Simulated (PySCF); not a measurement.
**SrH: from constants to spectrum**

UHF-CCSD(T) constants of SrH, ²Σ⁺ (doublet), unpaired electrons σ ↑ (PySCF, scalar-relativistic core potentials, basis sets Sr def2-SVP with ECP28, H def2-SVP; masses 87.9056 and 1.0078 u):

| Item | Value |
| --- | --- |
| ωe | 1167.5 cm⁻¹ |
| ωexe | 17.2 cm⁻¹ |
| Be | 3.5469 cm⁻¹ |
| αe | 0.0799 cm⁻¹ |
| De to Sr + H | 1.38 eV |

(1) What force constant and bond length do these constants imply?

(2) Estimate the centrifugal constant D from the Kratzer relation and find the Dunham coefficient a1.

Correlated steps freeze no core orbitals. Correlated levels converge slowly with the basis: in double zeta they bind strong bonds too weakly, by up to about 1 eV, and carry superposition errors of some tenths. Spin–orbit coupling is left out. The state is the lowest determinant that a PBE0 search found; another state may lie lower at other levels.

## Answers

(1) Reduced mass μred = 0.99640 u; k = 5.8918×10⁻⁷·μred·ωe² (u, cm⁻¹, mdyn/Å) = 0.800 mdyn/Å; Re = √(16.8576/(μred·Be)) (u, cm⁻¹, Å) = 2.184 Å.

(2) D = 4Be³/ωe² = 0.000131 cm⁻¹; a1 = −1 − αeωe/(6Be²) = -2.24.
